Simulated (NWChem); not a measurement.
A series in which one site is exchanged, each optimised at PBE0/def2-SVP with NWChem, gas phase unless a solvent is named. Some are not confirmed as minima by frequencies. def2 effective core potentials on In, Sb, La; no spin-orbit coupling.

A: [La]([F])([Cl])[Cl] (LaCl2F; site = La)
B: [F][Sb]([Cl])[Cl] (SbCl2F; site = Sb)
C: [Cl][In]([F])[Cl] (InCl₂F; site = In)
D: [Sc]([F])([Cl])[Cl] (ScCl2F; site = Sc)

```json
[
 {"quantity": "dipole (D), PBE0/def2-SVP", "A": "(withheld)", "B": "3.26", "C": "0.84", "D": "0.53"},
 {"quantity": "orbital gap (eV), PBE0/def2-SVP", "A": "(withheld)", "B": "6.81", "C": "6.35", "D": "6.11"},
 {"quantity": "vertical ionisation energy, ΔSCF, PBE0/def2-SVP (eV)", "A": "(withheld)", "B": "10.88", "C": "11.72", "D": "11.39"}
]
```

**Question.** Some entries are withheld; supply them.

**Answer.** 
- dipole (D), PBE0/def2-SVP, A: 3.23
- orbital gap (eV), PBE0/def2-SVP, A: 5.96
- vertical ionisation energy, ΔSCF, PBE0/def2-SVP (eV), A: 10.69
